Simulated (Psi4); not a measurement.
Interaction energy of HCl ··· C6F6 (SMILES Cl and Fc1c(F)c(F)c(F)c(F)c1F). Monomers: optimised at B3LYP-D3(BJ) (def2-TZVP), held rigid. Orientation: lowest of the rigid-body minima from ten starts at GFN2-xTB. R is the distance of the centres of mass, along which the second monomer moves.

Method: SAPT0/jun-cc-pVDZ, frozen core run with Psi4 1.11.

Components in kcal/mol:

```json
[
 {"R / Å": "2.47", "electrostatics": "-18.64", "exchange": "52.49", "induction": "-3.36", "dispersion": "-11.62", "total": "18.88"},
 {"R / Å": "2.64", "electrostatics": "-11.23", "exchange": "31.27", "induction": "-2.24", "dispersion": "-8.59", "total": "9.22"},
 {"R / Å": "2.83", "electrostatics": "-6.42", "exchange": "17.24", "induction": "-1.40", "dispersion": "-6.17", "total": "3.25"},
 {"R / Å": "3.06", "electrostatics": "-3.32", "exchange": "8.20", "induction": "-0.77", "dispersion": "-4.18", "total": "-0.07"},
 {"R / Å": "3.24", "electrostatics": "-2.02", "exchange": "4.52", "induction": "-0.48", "dispersion": "-3.11", "total": "-1.10"},
 {"R / Å": "3.47", "electrostatics": "-1.12", "exchange": "2.08", "induction": "-0.26", "dispersion": "-2.16", "total": "-1.46"},
 {"R / Å": "3.72", "electrostatics": "-0.64", "exchange": "0.89", "induction": "-0.14", "dispersion": "-1.48", "total": "-1.37"},
 {"R / Å": "4.05", "electrostatics": "-0.38", "exchange": "0.29", "induction": "-0.07", "dispersion": "-0.92", "total": "-1.07"},
 {"R / Å": "4.54", "electrostatics": "-0.24", "exchange": "0.05", "induction": "-0.03", "dispersion": "-0.47", "total": "-0.69"},
 {"R / Å": "5.27", "electrostatics": "-0.17", "exchange": "0.00", "induction": "-0.01", "dispersion": "-0.19", "total": "-0.37"},
 {"R / Å": "6.27", "electrostatics": "-0.12", "exchange": "0.00", "induction": "0.00", "dispersion": "-0.07", "total": "-0.19"},
 {"R / Å": "7.53", "electrostatics": "-0.07", "exchange": "0.00", "induction": "0.00", "dispersion": "-0.02", "total": "-0.10"}
]
```
